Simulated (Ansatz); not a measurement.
System: sum formula Si2NHCl6, charge 0, multiplicity 1. 
Coordinates optimised at B3LYP-D3(BJ)/def2-TZVP (Ansatz, a quantum-chemistry and plane-wave program):
```
N
H 1 1.0125
Si 1 1.7072 2 114.65
Si 1 1.7072 2 114.65 3 -180.00
Cl 4 2.0354 1 109.70 2 142.88
Cl 3 2.0354 1 109.70 2 142.88
Cl 3 2.0391 1 112.43 2 -96.80
Cl 4 2.0391 1 112.43 2 -96.80
Cl 3 2.0410 1 107.52 2 22.41
Cl 4 2.0410 1 107.52 2 22.41
```

Wanted: vertical triplet-singlet gap (E(triplet) - E(singlet); each state is the SCF solution reached for its spin), in kcal/mol. Valence correlation only, unless marked. UHF or UKS for open shells. Spin-orbit coupling is left out. Non-relativistic. 

```tsv
level	program	vertical triplet-singlet gap (kcal/mol)
HF/aug-cc-pV(Q+d)Z	Ansatz	157.8
PBE/def2-TZVPD	Ansatz	138.0
r2SCAN/def2-TZVPD	Ansatz	150.9
CAM-B3LYP/def2-TZVPD	Ansatz	165.5
wB97M-V/def2-TZVPD	Ansatz	168.5
RI-MP2/aug-cc-pV(Q+d)Z	Ansatz	178.9
```
